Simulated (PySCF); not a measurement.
Spinor energies of Kr³⁺ (krypton, charge +3)

Start: [Ar] 3d10 4s2 4p3; 4p1/2 filled at m_j = -1/2, +1/2; 4p3/2 filled at m_j = +3/2. Calculated with PySCF 2.14 in x2c-SVPall-2c (5s6p3d, 38 functions): generalised Hartree-Fock with the X2C-1e Hamiltonian and a Gaussian nucleus; one run each with spin-orbit coupling (SO) switched off, then screened by Boettger's factors.

| spinor shell | electrons | ε, spin-free (eV) | ε, screened SO (eV) | weight of nominal j (screened SO) | rms radius, screened SO (bohr) |
| --- | --- | --- | --- | --- | --- |
| 1s1/2 | 2 | -14440.7 | -14440.4 | 1.000 | 0.0478 |
| 2s1/2 | 2 | -2000.1 | -2000.0 | 1.000 | 0.199 |
| 2p1/2 | 2 | -1768.3 | -1805.4 | 1.000 | 0.175 |
| 2p3/2 | 4 | -1768.3 | -1750.5 | 1.000 | 0.178 |
| 3s1/2 | 2 | -345.32 | -345.29 | 1.000 | 0.565 |
| 3p1/2 | 2 | -268.80 | -274.68 | 0.994 | 0.574 |
| 3d3/2 | 4 | -142.07 | -142.95 | 0.949 | 0.609 |
| 3d5/2 | 6 | -142.07 | -141.44 | 0.966 | 0.610 |
| 4s1/2 | 2 | -66.131 | -66.119 | 1.000 | 1.58 |
| 4p1/2 | 2 | -51.070 | -51.248 | 0.584 | 1.79 |
| 4p3/2 | 1 | -51.070 | -50.709 | 1.000 | 1.81 |

Question: Where does 3p3/2 lie, and what is the 3p spin-orbit splitting (screened SO)?

Answer: At -265.94 eV, 8.739 eV above 3p1/2.

```csv
quantity,spin-free,screened SO
E (hartree),-2785.04367,-2785.18947
M_J,3/2,3/2
⟨J²⟩,3.751,3.751
⟨L²⟩,0.000,0.036
⟨S²⟩,3.751,3.705
```

Each row is a mean over spinors that exchange with the open shell spreads, by up to 10.541 eV (4s1/2).

Rows whose weight is well below 1 are mixtures of j = l ± 1/2: exchange outweighs spin-orbit coupling there, and the label is only the starting occupation.

Without spin-orbit coupling the j labels of p, d and f shells carry no meaning; the spin-free column gives the mean over the occupied spinors of each nl shell.
